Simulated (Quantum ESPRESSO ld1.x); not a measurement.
Results of a calculation; reference values are marked as such.
Task: The technetium ion Tc35+, 8 electrons, occupied as [He] 2s2 2p4. Level of theory: scalar-relativistic Kohn-Sham, LDA (Slater exchange, Perdew-Zunger correlation), spin-polarised, spherical densities, point nucleus; open shells are filled with parallel spins first (ld1.x of Quantum ESPRESSO 7.5). Some entries of the table are withheld. Estimate them.

orbital  occ.  eigenvalue (hartree)  <1/r> (bohr^-1)  <r^2> (bohr^2)
1s up       1              -853.716            44.71        0.001583
1s down     1              -853.004            44.74        0.001581
2s up       1              -187.098              (1)             (2)
2s down     1              -186.097              (3)             (4)
2p up       3              -177.670              (5)         0.01877
2p down     1              -176.461              (6)         0.01889

Result: 
(1) 2s up <1/r> (bohr^-1): 10.49
(2) 2s up <r^2> (bohr^2): 0.02440
(3) 2s down <1/r> (bohr^-1): 10.46
(4) 2s down <r^2> (bohr^2): 0.02451
(5) 2p up <1/r> (bohr^-1): 10.17
(6) 2p down <1/r> (bohr^-1): 10.14
